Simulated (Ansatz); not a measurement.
`[BH2][Al]([NH2])[SiH3]` + H₂O → `[NH2][Al]([OH])[SiH3]` + BH₃ at 700 K and 1 bar (formal hydrolysis of the Al–B bond).

Program: Ansatz. Geometries: PBE0-D4/def2-TZVP. ΔE: electronic, gas phase. CCSD(T)/CBS adds triple-zeta CCSD(T) − MP2 to the extrapolated MP2 energy (def2 sets, frozen cores). This one scheme is used for every species. Each species was taken in one conformer, which may not be the lowest.

```tsv
species	CCSD(T)/CBS energy (Eh)	H − E (kJ/mol)	S (J/(mol·K))
`[BH2][Al]([NH2])[SiH3]`	-614.78799	273.2	510.8
H₂O	-76.37941	80.5	218.4
`[NH2][Al]([OH])[SiH3]`	-664.67699	251.6	491.8
BH₃	-26.55200	96.5	225.0
```

H − E and S are ideal-gas, rigid-rotor, harmonic terms from PBE0-D4/def2-TZVP, for one conformer and one mirror image of each species. 1 Eh = 2625.50 kJ/mol, R = 8.31446 J/(mol·K).

**Question.** By hand: ΔE, ΔH, ΔS and ΔG.

**Answer.** ΔE = (-664.67699) + (-26.55200) − (-614.78799) − (-76.37941) = -0.06159 Eh = -161.7 kJ/mol. Δ(H − E) = 251.6 + 96.5 − 273.2 − 80.5 = -5.6, so ΔH = -167.3 kJ/mol. ΔS = 491.8 + 225.0 − 510.8 − 218.4 = -12.4 J/(mol·K). ΔG = -167.3 − 700 × (-12.4)/1000 = -158.6 kJ/mol.

**Question.** By hand: the equilibrium constant, and the temperature at which ΔG would vanish if ΔH and ΔS stayed fixed.

**Answer.** log₁₀ K = −ΔG/(RT ln 10) = 11.8. ΔG = 0 at ΔH/ΔS = 13492 K, far beyond where these terms or the molecules hold.

The number of gas molecules stays the same, so ΔS is small and ΔH decides. A doubt of 5 kJ/mol in ΔE shifts log₁₀ K by 0.4 here. Other conformers and mirror images would add mixing entropy, several J/(mol·K) or more a flexible species. Modes under 60 cm⁻¹, often nearly free rotors, make the harmonic entropy too high. These are equilibria of isolated gas molecules and say nothing of rates. Largest T1 diagnostic: 0.013 (customary marks: 0.02 for closed shells, 0.045 for open ones).
